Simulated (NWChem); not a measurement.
## Basis-set convergence for HClOPb

```xyz
4

Pb    -0.3687    -0.1743     0.0000
Cl     1.1915     1.7584     0.0000
O      1.1470    -1.6329     0.0000
H      0.7996    -2.5342     0.0000
```
Charge 0, spin multiplicity 1.

Program: NWChem. All single points use one geometry, from PBE0/def2-SVP with def2 effective core potentials on Pb, a minimum by its harmonic frequencies. It is one conformer; others weren't searched.

Quantity: LUMO energy at the level B3LYP.

Effective core potentials replace the inner electrons of Pb; spin-orbit coupling is left out. B3LYP has NWChem's definition, with VWN1-RPA local correlation. The structure started from a generated list of species.

Costs are rough ratios of processor time within this set of runs, SCF included, with def2-SVP as 1.

| basis | functions | LUMO energy (eV) | relative cost |
|---|---|---|---|
| def2-SVP | 63 | (withheld) | 1 |
| def2-SVPD | 90 | (withheld) | under 3 |
| def2-TZVP | 124 | -2.90 | under 3 |
| def2-TZVPP | 137 | -2.90 | under 3 |
| def2-TZVPD | 151 | (withheld) | 4 |
| def2-QZVP | 239 | -2.96 | 40 |

**Question.** What belongs in the gaps?

**Answer.** 
- def2-SVP, LUMO energy (eV): -2.67
- def2-SVPD, LUMO energy (eV): -3.01
- def2-TZVPD, LUMO energy (eV): -2.99
